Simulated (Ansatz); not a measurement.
Compare A (`C=N[CH](O)[GeH3]`) with its isomer B (`C=C(N)[O][GeH3]`).

Calculated with Ansatz (gas phase, PBE0-D4/def2-TZVP geometries, no zero-point term in ΔE). CCSD(T)/CBS is the MP2 limit (def2-TZVPP, def2-QZVPP) plus CCSD(T) − MP2 in def2-TZVPP, frozen cores. DFT in def2-TZVPP. B3LYP here is the variant with VWN-RPA as its local correlation; programs differ in this. For Ge outer-core shells are correlated without core-valence functions, which leaves a few kJ/mol of doubt a bond. Scalar relativity is left out up to krypton. One conformer a species, not always the lowest.

Q: Which is lower in electronic energy at CCSD(T)/CBS, and by how much? (Best estimate.)

A: Ansatz gave: B, by 102.1 kJ/mol.

Q: Give E(B) − E(A) in kJ/mol with ωB97M-V, CCSD/def2-TZVPP, B3LYP, CCSD(T)/def2-TZVPP, PBE-D4, r2SCAN-D4, B2PLYP. (Best estimate.)

A: Computed: ωB97M-V -109.2, CCSD/def2-TZVPP -104.1, B3LYP -106.8, CCSD(T)/def2-TZVPP -102.1, PBE-D4 -100.3, r2SCAN-D4 -112.5, B2PLYP -108.3. None reverses the order clearly.

Largest T1 diagnostic: 0.012.

From PBE to PBE0 (25 % exact exchange), in def2-TZVPP and without D4, E(B) − E(A) moves by −7.6 kJ/mol. In def2-TZVPP, CCSD(T) changes the Hartree–Fock value by +18.9 kJ/mol (the triples alone add +2.0 kJ/mol) and MP2 by +12.5 kJ/mol.
